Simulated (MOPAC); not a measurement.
Input for MOPAC: PM3 on H4PbSSi (SMILES [SiH3][Pb][SH]), a point of a torsion scan.

```
PM3 1SCF PRECISE CHARGE=0 THREADS=1
H4PbSSi

Si    -1.32724139 1    -0.19434257 1    -0.00086451 1
Pb     0.71897092 1     1.56315148 1    -0.06555029 1
S      2.56163473 1    -0.25089527 1     0.24164267 1
H     -1.16672495 1    -1.38516353 1    -0.82841109 1
H     -2.59755231 1     0.39441047 1    -0.44439676 1
H     -1.63151519 1    -0.70121404 1     1.33935810 1
H      2.57899819 1    -0.20634132 1     1.56460759 1
```

It printed:

```
*******************************************************************************
 **                                                                           **
 **                              MOPAC v23.2.5                                **
 **                                                                           **
 *******************************************************************************
 ** MOPAC's Digital Object Identifier: https://doi.org/10.5281/zenodo.6511958 **
 **                                                                           **
 ** Please cite the open-source release paper for use of this MOPAC version:  **
 ** J. E. Moussa and J. J. P. Stewart (2026)                                  **
 ** MOPAC: An open-source semiempirical molecular orbital program             **
 ** J. Open Source Softw., 11(119), 8025, https://doi.org/10.21105/joss.08025 **
 *******************************************************************************

                              PM3 CALCULATION RESULTS

 *******************************************************************************
 *  PM3        - The PM3 Hamiltonian to be used
 *
 *
 *
 *                 CHARGE ON SYSTEM = 0
 *
 *
 *
 *  PRECISE    - TIGHTER CRITERIA TO BE USED
 *  1SCF       - DO 1 SCF AND THEN STOP
 *  THREADS=1  - MULTI-THREADING NOT USED
 *  T=         - A TIME OF 172800.0 SECONDS REQUESTED
 *  DUMP=N     - RESTART FILE WRITTEN EVERY 7200.0 SECONDS REQUESTED
 *******************************************************************************
PM3 1SCF PRECISE CHARGE=0 THREADS=1
 H4PbSSi

   ATOM   CHEMICAL          X               Y               Z
  NUMBER   SYMBOL      (ANGSTROMS)     (ANGSTROMS)     (ANGSTROMS)

     1      Si         -1.32724139  *  -0.19434257  *  -0.00086451  *
     2      Pb          0.71897092  *   1.56315148  *  -0.06555029  *
     3       S          2.56163473  *  -0.25089527  *   0.24164267  *
     4       H         -1.16672495  *  -1.38516353  *  -0.82841109  *
     5       H         -2.59755231  *   0.39441047  *  -0.44439676  *
     6       H         -1.63151519  *  -0.70121404  *   1.33935810  *
     7       H          2.57899819  *  -0.20634132  *   1.56460759  *



          CARTESIAN COORDINATES

    NO.       ATOM           X           Y           Z

     1        Si         -1.3272     -0.1943     -0.0009
     2        Pb          0.7190      1.5632     -0.0656
     3         S          2.5616     -0.2509      0.2416
     4         H         -1.1667     -1.3852     -0.8284
     5         H         -2.5976      0.3944     -0.4444
     6         H         -1.6315     -0.7012      1.3394
     7         H          2.5790     -0.2063      1.5646

  H: (PM3): J. J. P. STEWART, J. COMP. CHEM. 10, 209 (1989).
 Si: (PM3): J. J. P. STEWART, J. COMP. CHEM. 10, 209 (1989).
  S: (PM3): J. J. P. STEWART, J. COMP. CHEM. 10, 209 (1989).
 Pb: (PM3): J. J. P. STEWART, J. COMP. CHEM. 12, 320-341 (1991).

           Empirical Formula: H4 Si Pb S  =     7 atoms



      MOLECULAR POINT GROUP   :   C1


      RHF CALCULATION, NO. OF DOUBLY OCCUPIED LEVELS = 9


 -------------------------------------------------------------------------------
 PM3 1SCF PRECISE CHARGE=0 THREADS=1
 H4PbSSi



     1SCF WAS SPECIFIED, SO BFGS WAS NOT USED
     SCF FIELD WAS ACHIEVED


                              PM3 CALCULATION
                                                       MOPAC v23.2.5 Linux




          FINAL HEAT OF FORMATION =         39.12310 KCAL/MOL =     163.69106 KJ/MOL


          COSMO AREA              =        143.74 SQUARE ANGSTROMS
          COSMO VOLUME            =        140.34 CUBIC ANGSTROMS

          IONIZATION POTENTIAL    =          8.362117 EV
          HOMO LUMO ENERGIES (EV) =         -8.362 -2.942
          NO. OF FILLED LEVELS    =          9
          MOLECULAR WEIGHT        =        271.3771         POINT GROUP:  C1

          MOLECULAR DIMENSIONS (Angstroms)

            Atom       Atom       Distance
            H     7    H     5     5.58513
           Pb     2    H     6     3.25301
            H     4   Pb     2     2.11336


          SCF CALCULATIONS        =          1





   ATOM   CHEMICAL          X               Y               Z
  NUMBER   SYMBOL      (ANGSTROMS)     (ANGSTROMS)     (ANGSTROMS)

     1      Si         -1.32724139  *  -0.19434257  *  -0.00086451  *
     2      Pb          0.71897092  *   1.56315148  *  -0.06555029  *
     3       S          2.56163473  *  -0.25089527  *   0.24164267  *
     4       H         -1.16672495  *  -1.38516353  *  -0.82841109  *
     5       H         -2.59755231  *   0.39441047  *  -0.44439676  *
     6       H         -1.63151519  *  -0.70121404  *   1.33935810  *
     7       H          2.57899819  *  -0.20634132  *   1.56460759  *

                             CARTESIAN COORDINATES

   1   Si       -1.327241390    -0.194342570    -0.000864510
   2   Pb        0.718970920     1.563151480    -0.065550290
   3    S        2.561634730    -0.250895270     0.241642670
   4    H       -1.166724950    -1.385163530    -0.828411090
   5    H       -2.597552310     0.394410470    -0.444396760
   6    H       -1.631515190    -0.701214040     1.339358100
   7    H        2.578998190    -0.206341320     1.564607590


           Empirical Formula: H4 Si Pb S  =     7 atoms



      MOLECULAR POINT GROUP   :   C1


                  EIGENVALUES
 -25.89277 -16.48188 -14.22701 -13.04276 -11.93248 -11.90800 -10.12461  -9.54802
  -8.36212  -2.94238  -2.10290  -1.85530   1.22578   1.42084   1.82218   1.93223


              NET ATOMIC CHARGES AND DIPOLE CONTRIBUTIONS

  ATOM NO.   TYPE          CHARGE      No. of ELECS.   s-Pop       p-Pop
    1         Si           0.199163        3.8008     1.05783     2.74301
    2         Pb           0.475260        3.5247     1.88386     1.64088
    3          S          -0.329932        6.3299     1.92340     4.40653
    4          H          -0.111799        1.1118     1.11180
    5          H          -0.134005        1.1340     1.13401
    6          H          -0.121634        1.1216     1.12163
    7          H           0.022946        0.9771     0.97705
 DIPOLE           X         Y         Z       TOTAL
 POINT-CHG.    -0.152     4.657    -0.413     4.678
 HYBRID        -1.485    -2.153     1.417     2.974
 SUM           -1.637     2.504     1.004     3.156


          ATOMIC ORBITAL ELECTRON POPULATIONS

     Atom    s        px        py        pz
    1 Si   1.05783   0.93544   0.92367   0.88390
    2 Pb   1.88386   0.71582   0.85232   0.07274
    3  S   1.92340   1.67182   1.68227   1.05244
    4  H   1.11180
    5  H   1.13401
    6  H   1.12163
    7  H   0.97705

 **********************
 *                    *
 * JOB ENDED NORMALLY *
 *                    *
 **********************




 == MOPAC DONE ==
```

The run finished.

Cost: very roughly 0.04 core-seconds.
